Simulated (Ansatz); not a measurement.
`CBO` + H₂Te → `CB[TeH]` + H₂O at 500 K and 1 bar (ligand exchange at a B–O bond).

Computed with Ansatz on PBE0-D4/def2-TZVP structures; ΔE is electronic, products minus reactants. CBS: MP2 limit from def2 TZ/QZ plus the TZ coupled-cluster correction, frozen cores. This one scheme is used for every species. Elements past krypton have def2 core potentials. For Te outer-core shells are correlated without core-valence functions, which leaves a few kJ/mol of doubt a bond. One conformer a species, not always the lowest.

```
  species  CCSD(T)/CBS energy (Eh)  H − E (kJ/mol)  S (J/(mol·K))
    `CBO`               -141.08489           198.4          313.3
     H₂Te               -268.91024            48.9          247.6
`CB[TeH]`               -333.59211           181.3          356.9
      H₂O                -76.37941            73.2          206.3
```

H − E and S are ideal-gas, rigid-rotor, harmonic terms from PBE0-D4/def2-TZVP, for one conformer and one mirror image of each species. 1 Eh = 2625.50 kJ/mol, R = 8.31446 J/(mol·K).

Q: By hand: ΔE, ΔH, ΔS and ΔG.

A: ΔE = (-333.59211) + (-76.37941) − (-141.08489) − (-268.91024) = 0.02361 Eh = 62.0 kJ/mol. Δ(H − E) = 181.3 + 73.2 − 198.4 − 48.9 = 7.2, so ΔH = 69.2 kJ/mol. ΔS = 356.9 + 206.3 − 313.3 − 247.6 = 2.3 J/(mol·K). ΔG = 69.2 − 500 × (2.3)/1000 = 68.0 kJ/mol.

Q: By hand: the equilibrium constant, and the temperature at which ΔG would vanish if ΔH and ΔS stayed fixed.

A: log₁₀ K = −ΔG/(RT ln 10) = -7.1. ΔG = 0 at ΔH/ΔS = 30087 K, far beyond where these terms or the molecules hold.

The number of gas molecules stays the same, so ΔS is small and ΔH decides. A doubt of 5 kJ/mol in ΔE shifts log₁₀ K by 0.5 here. Other conformers and mirror images would add mixing entropy, several J/(mol·K) or more a flexible species. These are equilibria of isolated gas molecules and say nothing of rates. Largest T1 diagnostic: 0.013 (customary marks: 0.02 for closed shells, 0.045 for open ones).
